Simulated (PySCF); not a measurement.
Relaxation of quintet La2Se

All numbers come from UPBE0 in PySCF with Se def2-SVP, La def2-SVP with ECP46; scalar-relativistic core potentials, no spin–orbit coupling; density-fitted integrals. A (50,194) grid was used.

A start displaced from a saddle point along its imaginary mode, of C2v symmetry, held to at least that symmetry:

```xyz
3
charge 0 multiplicity 5, angstrom
Se   -0.2499    0.0053    0.0000
La    0.0719   -0.0015    2.7562
La    0.0719   -0.0015   -2.7562
```

Q: What does it relax to?

A: It ends at C2v with Se–La 2.766 Å (×2); La–Se–La 107.6° (after a last refinement on a finer grid). The frequency run here used a shortcut that can spoil soft modes, so no verdict on minimum or saddle point is given.

Q: How much energy is released, and in how many steps?

A: 12.4 kJ/mol in 13 steps.

Open d and f shells are described by one determinant, and the ground state may have another occupation or spin. No spin–orbit coupling is included, which matters more the heavier the element.
